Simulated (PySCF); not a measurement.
A side-by-side comparison of computed properties.

First species: C3H8O2Si2.
Geometry (GFN2-xTB, Å), atoms numbered from 1 in this order:
```xyz
15
C3H8O2Si2 angstrom
C     -2.2714    1.2112    0.4268
O     -2.0450   -0.1157    0.7829
Si    -0.6610   -0.7741    1.3408
O     -0.9804   -2.3533    1.4964
C      0.7062   -0.4361    0.1236
C      1.5712   -0.1803   -0.6844
Si     2.8984    0.1924   -1.9158
H     -2.2141    1.8633    1.3020
H     -3.2708    1.2790   -0.0048
H     -1.5354    1.5487   -0.3075
H     -0.2923   -0.3155    2.6738
H     -1.5946   -2.7791    0.9041
H      3.2025    1.6251   -1.8369
H      4.0789   -0.6097   -1.5863
H      2.4034   -0.1478   -3.2536
```

Second species: C3H8O2Si2.
InChI=1S/C3H8O2Si2/c4-3(5-7)1-2-6/h1-2H,6-7H3/b2-1-

Levels: B3LYP/def2-SVPD for dipole moment, HOMO energy, LUMO energy, HOMO–LUMO gap, static isotropic polarisability and electronic spatial extent ⟨r²⟩ about the centre of nuclear charge; TDDFT B3LYP/def2-SVPD for lowest singlet excitation; TDA B3LYP/def2-SVPD for lowest triplet excitation (Tamm–Dancoff); GFN2-xTB for rotational constant A and rotational constant C. Geometries: GFN2-xTB. All species are isolated and taken at one optimised geometry, non-relativistic unless stated; the electronic structure was computed with PySCF and density fitting.

Dipoles, sizes and rotational constants follow the conformer. The torsions of the flexible species, by atom-mapped SMILES:
- `[CH3:1][O:2][Si@@H:3]([OH:4])[C:5]#[C:6][SiH3:7]`: C1–O2–Si3–O4 -177°, H–O4–Si3–O2 32°
- `[O:1]=[C:2](/[CH:3]=[CH:4]\[SiH3:5])[O:6][SiH3:7]`: O1–C2–C3–C4 0°, O1–C2–O6–Si7 0°

```json
{"property": "dipole moment", "column X": "1.85 D", "column Y": "2.14 D"}
{"property": "HOMO energy", "column X": "-7.99 eV", "column Y": "-8.00 eV"}
{"property": "LUMO energy", "column X": "-0.89 eV", "column Y": "-2.20 eV"}
{"property": "HOMO–LUMO gap", "column X": "7.10 eV", "column Y": "5.80 eV"}
{"property": "lowest singlet excitation", "column X": "5.61 eV", "column Y": "4.60 eV"}
{"property": "lowest triplet excitation (Tamm–Dancoff)", "column X": "4.70 eV", "column Y": "3.74 eV"}
{"property": "static isotropic polarisability", "column X": "96.1 au", "column Y": "96.1 au"}
{"property": "electronic spatial extent ⟨r²⟩ about the centre of nuclear charge", "column X": "1803 bohr²", "column Y": "1427 bohr²"}
{"property": "rotational constant A", "column X": "3.007 GHz", "column Y": "4.874 GHz"}
{"property": "rotational constant C", "column X": "0.616 GHz", "column Y": "0.794 GHz"}
```

Q: Which column belongs to which species?

A: Column X is the first species and column Y the second. The first has 15 atoms and 70 electrons, the second 15 and 70.

Q: How does each property change from the first species to the second?

A: dipole moment +0.29 D; HOMO energy -0.01 eV; LUMO energy -1.31 eV; HOMO–LUMO gap -1.30 eV; lowest singlet excitation -1.01 eV; lowest triplet excitation (Tamm–Dancoff) -0.96 eV; static isotropic polarisability 0.0 au; electronic spatial extent ⟨r²⟩ about the centre of nuclear charge -376 bohr²; rotational constant A +1.867 GHz; rotational constant C +0.178 GHz.

On the first: The polarisability is 14.24 Å³ as a volume (1 au = 0.148185 Å³), or 1.37 au for each of the 70 electrons. No computed singlet falls in the visible range (750 to 380 nm, 1.65 to 3.26 eV); S1 lies 2.35 eV above its blue end.

On the second: The vertical singlet–triplet gap S1 − T1 is 0.86 eV (TDDFT singlet less Tamm–Dancoff triplet; S1: HOMO→LUMO, weight 0.96; T1: HOMO−1→LUMO, weight 0.94). The principal polarisabilities are 72.3, 89.6 and 126.3 au; their mean is the isotropic value.
